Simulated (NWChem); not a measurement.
H4Ge in NWChem

SMILES: [GeH4]
```xyz
5

Ge     0.0000     0.0000     0.0000
H      0.0000    -1.2642     0.8939
H      0.0000     1.2642     0.8939
H     -1.2642     0.0000    -0.8939
H      1.2642     0.0000    -0.8939
```
Charge 0, spin multiplicity 1.

The numbers come from NWChem runs, not from measurements. Structure: optimised with PBE/def2-SVP, a minimum by its harmonic frequencies.

Symmetry labels belong to the abelian group C2v used in the runs, with the axes of the coordinates shown; states degenerate in a higher group split over its labels.

The Hamiltonian is non-relativistic. The structure started from a generated list of species.

Q: List the lowest 3 singlet excitations that TD-PBE/def2-SVPD gives, with oscillator strengths.

A: 
```
state  symmetry  energy (eV)  wavelength (nm)      f
-----  --------  -----------  ---------------  -----
1            b1         8.02              155  0.101
2            b2         8.02              155  0.101
3            a1         8.02              155  0.101
```
